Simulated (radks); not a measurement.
Task: Species: Nd13+. Configuration: [Kr] 4d10 5s1 (the NIST ground configuration). Calculated with a radial shooting solver on a logarithmic mesh with Libxc functionals: Dirac Kohn-Sham, Slater X-alpha with alpha = 0.866, spin-unpolarised, spherical densities, finite nucleus; Fermi nuclear charge, rms radius 4.9123 fm.

Spin-orbit splittings of the eigenvalues, e(l+1/2) - e(l-1/2), with zeta = 2 splitting/(2l+1) and mean radii in bohr:

| shell | occ. | splitting (eV) | zeta (eV) | <r> j=l-1/2 | <r> j=l+1/2 |
|---|---|---|---|---|---|
| 2p | 6 | 524.1 | 349.4 | 0.08400 | 0.09041 |
| 3p | 6 | ? | ? | 0.2544 | 0.2667 |
| 3d | 10 | 22.87 | 9.149 | 0.2378 | 0.2417 |
| 4p | 6 | 24.46 | 16.31 | 0.6038 | 0.6286 |
| 4d | 10 | 4.625 | 1.850 | 0.6557 | 0.6635 |

Estimate the 3p splitting.

Result: 105.2 eV (zeta = 70.15 eV).
